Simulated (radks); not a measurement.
Values are calculated unless marked as measured or tabulated.
Question: Neutral phosphorus, 15 electrons, occupied as [Ne] 3s2 3p3. Level of theory: scalar-relativistic Kohn-Sham, PBE, spin-polarised, spherical densities, finite nucleus; open shells are filled with parallel spins first; Fermi nuclear charge, rms radius 3.1889 fm (a radial shooting solver on a logarithmic mesh with Libxc functionals). Some entries of the table are withheld. Estimate them.

orbital  occ.  eigenvalue (hartree)  <r^2> (bohr^2)  <1/r> (bohr^-1)
1s up       1             -76.57714         0.01445            14.65
1s down     1             -76.56627         0.01445            14.65
2s up       1              -6.38105             (1)            2.822
2s down     1              -6.36978             (2)            2.820
2p up       3              -4.56398          0.2960            2.710
2p down     3              -4.54867          0.2956            2.709
3s up       1              -0.54395           4.155           0.7203
3s down     1              -0.44390           4.244           0.7237
3p up       3              -0.23089           6.479           0.5808
3p down     0              -0.13685           7.463           0.5586

Answer: 
(1) 2s up <r^2> (bohr^2): 0.3223
(2) 2s down <r^2> (bohr^2): 0.3220
